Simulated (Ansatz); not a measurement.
The first iterations of a band of CH4BrGa (7 atoms, charge 0, multiplicity 1).

Level of theory: Ansatz, RKS LDA/def2-SVP.

```json
{"movable images": "7", "climbing image": "yes", "spring": "5.0 eV/Å²", "optimiser": "quadratic models (default)", "start path": "through a guess of the saddle point", "force threshold": "0.5 eV/Å", "iteration limit": "60", "end points": "relaxed"}
```

Image 0:

```xyz
7
Properties=species:S:1:pos:R:3
Ga -0.752 0.633 0.073
Br -0.722 1.616 2.136
C 0.644 -0.652 -0.280
H 1.295 -0.786 0.607
H -1.923 1.128 -0.835
H 0.197 -1.629 -0.562
H 1.260 -0.309 -1.139
```

Image 8:

```xyz
7
Properties=species:S:1:pos:R:3
Ga -0.791 0.587 0.089
Br -0.480 1.899 1.935
C 0.627 -0.670 -0.282
H 1.029 -1.084 0.665
H -2.125 0.887 -0.670
H 0.287 -1.493 -0.945
H 1.453 -0.127 -0.791
```

| iteration | highest image above the first end (eV) | largest band force component (eV/Å) |
| --- | --- | --- |
| 1 | 2.198 | 3.258 |
| 2 | 1.053 | 2.126 |

Task: Does the band converge within its limit, and where does its top end?

Result: It converged. It ended after 8 iterations with the highest image 0.006 eV above the first end. The threshold of 0.5 eV/Å is loose, so the images may lie well off the minimum-energy path. The top lies less than 8 meV above the higher end, about what the thresholds resolve: the motion is nearly free. The order of the stationary point at the top wasn't checked.

Run time: 50 s on 2 threads of Arm Neoverse V2, on a shared host, peak memory 0.14 GiB.
